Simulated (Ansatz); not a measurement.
C$_{4}$H$_{10}$BN (SMILES C=CBN(C)C), singlet, at a GFN2-xTB geometry; HF/3-21G in Ansatz (a first-principles code).

Input for Ansatz:
Ansatz 0.2 input:
```yaml
crystal:
  periodic: [false, false, false]
  atoms:
    - {symbol: B, position_ang: [-0.07395856, -0.68716977, 0.07501621]}
    - {symbol: H, position_ang: [-0.10552359, -1.67794320, 0.70601953]}
    - {symbol: C, position_ang: [-0.31997291, -0.76781009, -1.46368512]}
    - {symbol: C, position_ang: [-0.58068637, -1.90693906, -2.09765349]}
    - {symbol: H, position_ang: [-0.28570331, 0.12484057, -2.08182424]}
    - {symbol: H, position_ang: [-0.75190993, -1.96351392, -3.16315300]}
    - {symbol: H, position_ang: [-0.63564016, -2.84422488, -1.56693593]}
    - {symbol: N, position_ang: [0.18233375, 0.49509546, 0.75256669]}
    - {symbol: C, position_ang: [0.26162337, 1.81433514, 0.17049747]}
    - {symbol: C, position_ang: [0.40821188, 0.54840528, 2.17895714]}
    - {symbol: H, position_ang: [-0.48927421, 2.47523299, 0.61719953]}
    - {symbol: H, position_ang: [1.24832135, 2.25413727, 0.35258588]}
    - {symbol: H, position_ang: [0.09301590, 1.77224040, -0.90026731]}
    - {symbol: H, position_ang: [1.39900382, 0.96185906, 2.39637188]}
    - {symbol: H, position_ang: [-0.33772289, 1.18809481, 2.66288947]}
    - {symbol: H, position_ang: [0.34383387, -0.44849005, 2.60537041]}
basis:
  gaussian:
    orbitals: 3-21G.json
hamiltonian:
  xc: hf
```
The basis file holds 3-21G in the JSON format of the Basis Set Exchange.

Output, abridged:

```
Functional definition: HF
970 factors; integrals over basis functions are off by at most 1.0e-3 eV
mean field evaluation 1: about -6395.5713 eV, gradient 2.7e1 eV
mean field evaluation 2: about -6396.1670 eV, gradient 2.7e1 eV
mean field evaluation 4: about -6398.2950 eV, gradient 3.5e0 eV
mean field evaluation 8: about -6398.3218 eV, gradient 1.4e-1 eV
mean field -6398.32194477 eV, -235.1339945319 hartree, gradient 2.2e-5 eV, S^2 0.000000; 0 other end points of the search recorded, 0 dependent functions left out
reference -6398.32194477 eV, -235.1339945319 hartree; 23, 23 occupied and 51, 51 virtual orbitals, 970 factors
Total energy: -6398.32194477 eV, -235.1339945319 hartree
```
